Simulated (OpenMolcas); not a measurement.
Cr4+ (d2) among equal point charges was computed by CASSCF with the d shell active (OpenMolcas, ANO-RCC-VTZP on the metal). Its lowest spin-free states, and all those of the highest spin:

| 2S+1 | Degeneracy | E (cm-1) |
| --- | --- | --- |
| 3 | 3 | 0.0 |
| 3 | 3 | 2918 |
| 3 | 1 | 6477 |
| 1 | 3 | 16850 |
| 1 | 2 | 17781 |
| 3 | 3 | 21240 |
| 1 | 3 | 25830 |
| 1 | 3 | 27485 |
| 1 | 1 | 27792 |
| 1 | 2 | 28467 |
| 1 | 1 | 63179 |

**Question.** Is the site octahedral, tetrahedral or cube-like, axial, or of lower symmetry?

**Answer.** The states with 2S+1 = 3 have orbital degeneracies 3, 3, 1, 3. Threefold states need a cubic site. For d2 at this spin an octahedron puts the threefold T1 below the threefold T2 and a tetrahedron or cube puts the single A2 below the threefold T2, so the site is octahedral. The run had Cr4+ among 6 point charges of -1.3 e arranged as an octahedron (Oh), 1.78 Å from the ion.

An orbital triplet at a regular site is open to Jahn-Teller coupling, which can distort the site and quench the lowest spin-orbit gaps and is left out. Without dynamic correlation the repulsion within the d shell is too large (B by tens of per cent), so at a given field states of lower spin stand too high. This field is weak: 10Dq is about 3573 cm-1, while octahedral complexes of 3d ions of charge 3 and more, computed by the same method with explicit ligands, had a median near 15000 cm-1. Ground spin and moment need not be those of a real site. This is an electrostatic model: the charges have no orbitals. No measured value stands beside these numbers.
